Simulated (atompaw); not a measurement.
## Reading a pseudo-wave (O (Z = 8))

Columns: radius, all-electron u(r) and pseudo u(r) of the 2p shell (level -8.97 eV) of oxygen in the configuration [He] 2s2 2p4; PBEsol, scalar-relativistic, PAW (atompaw) scheme, atompaw 4.2.0.5.

```json
{"r (bohr)": "0.040", "all-electron": "0.0207", "pseudo": "0.0064"}
{"r (bohr)": "0.081", "all-electron": "0.0726", "pseudo": "0.0259"}
{"r (bohr)": "0.121", "all-electron": "0.1399", "pseudo": "0.0568"}
{"r (bohr)": "0.162", "all-electron": "0.2169", "pseudo": "0.0997"}
{"r (bohr)": "0.202", "all-electron": "0.2940", "pseudo": "0.1508"}
{"r (bohr)": "0.242", "all-electron": "0.3694", "pseudo": "0.2094"}
{"r (bohr)": "0.283", "all-electron": "0.4424", "pseudo": "0.2750"}
{"r (bohr)": "0.323", "all-electron": "0.5082", "pseudo": "0.3424"}
{"r (bohr)": "0.363", "all-electron": "0.5677", "pseudo": "0.4110"}
{"r (bohr)": "0.404", "all-electron": "0.6221", "pseudo": "0.4803"}
{"r (bohr)": "0.444", "all-electron": "0.6688", "pseudo": "0.5453"}
{"r (bohr)": "0.485", "all-electron": "0.7101", "pseudo": "0.6072"}
{"r (bohr)": "0.525", "all-electron": "0.7442", "pseudo": "0.6618"}
{"r (bohr)": "0.565", "all-electron": "0.7726", "pseudo": "0.7096"}
{"r (bohr)": "0.606", "all-electron": "0.7962", "pseudo": "0.7509"}
{"r (bohr)": "0.646", "all-electron": "0.8141", "pseudo": "0.7836"}
{"r (bohr)": "0.687", "all-electron": "0.8278", "pseudo": "0.8092"}
{"r (bohr)": "0.727", "all-electron": "0.8370", "pseudo": "0.8270"}
{"r (bohr)": "0.767", "all-electron": "0.8426", "pseudo": "0.8383"}
{"r (bohr)": "0.808", "all-electron": "0.8450", "pseudo": "0.8441"}
{"r (bohr)": "0.848", "all-electron": "0.8444", "pseudo": "0.8451"}
{"r (bohr)": "0.888", "all-electron": "0.8413", "pseudo": "0.8423"}
{"r (bohr)": "0.929", "all-electron": "0.8358", "pseudo": "0.8366"}
{"r (bohr)": "0.969", "all-electron": "0.8286", "pseudo": "0.8289"}
{"r (bohr)": "1.010", "all-electron": "0.8195", "pseudo": "0.8195"}
{"r (bohr)": "1.050", "all-electron": "0.8092", "pseudo": "0.8092"}
```

(1) How many radial nodes do the two functions have?

(2) Is the pseudo-wave norm-conserving?

Results:

(1) The all-electron 2p function has n − l − 1 = 0; the pseudo-wave has 0.

(2) No, it belongs to a PAW set: the norm inside the radius is not constrained, and the difference is carried by the augmentation charge.
